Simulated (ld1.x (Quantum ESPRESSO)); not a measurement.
# phosphorus: one change to an RRKJ potential, before and after

- Element: P
- Generator: ld1.x (Quantum ESPRESSO) 7.5
- Type: norm-conserving RRKJ (Kleinman–Bylander form)
- Functional: LDA (PZ)
- Relativity: scalar-relativistic
- Frozen core: [Ne]
- Valence charge: 5
- Reference configuration: 3s1 3p4
- Partial waves: 3s (bound): rc 1.35 bohr; 3p (bound): rc 1.25 bohr
- Local potential: all-electron potential smoothed inside 0.95 bohr (lloc = -1)
- Core correction: none
- rho0: 0.01

Change: functional BLYP.

Cutoffs: the cutoffs (Ry, on a coarse ladder) from which the occupation-weighted sum of valence levels, in a spherical-Bessel basis at the reference potential, stays within 10 and 1 mRy of its value at 400 Ry; they do not see the model core or the augmentation charge, which bear on the density cutoff. Errors are all-electron minus pseudo energies relative to the spin-unpolarised reference configuration.

**Question.** How do hardness, ghosts and transferability respond?

**Answer.** The potential gets neither clearly harder nor softer (70 Ry and 90 Ry → 70 Ry and 90 Ry); the bound ghost in s disappears; the number of tests with a reliable result goes from 9 to 7; of the 7 tests that both files solve, the error grows in 4 and shrinks in 1 by more than 15 % and 0.3 meV (median size 9.9 → 21.1 meV).

```csv
quantity,base,changed
"cutoff, loose",70 Ry,70 Ry
"cutoff, tight",90 Ry,90 Ry
bound ghosts,s,none
"error for 3s2 3p3, meV [ΔE -8.50 → -8.56 eV]",+9.9,+22
"error for 3s2 3p2, meV [ΔE 1.32 → 1.02 eV]",+6.6,+21
"error for 3s2 3p1, meV [ΔE 20.57 → 20.03 eV]",+78,+77
"error for 3s2 3p2.5, meV [ΔE -4.67 → -4.86 eV]",+5.7,+20
"error for 3s1 3p3, meV [ΔE 10.40 → 10.15 eV]",+10,+7.8
"error for 3s1 3p0, meV [ΔE 102.66 → 101.78 eV]",+2179,+2087
"error for 3s0 3p5, meV [ΔE 8.64 → 8.70 eV]",+7.3,+18
s: phases at 1.51 bohr within 0.05 rad from the reference energy up to (Ry; the scan ends near 5),-0.7,-0.4
p: phases at 1.51 bohr within 0.05 rad from the reference energy up to (Ry; the scan ends near 5),1.0,1.0
```

 A true bound ghost makes a file unfit for plane-wave use even where its test errors are small: the radial tests pick states by their node count and pass the ghost by.
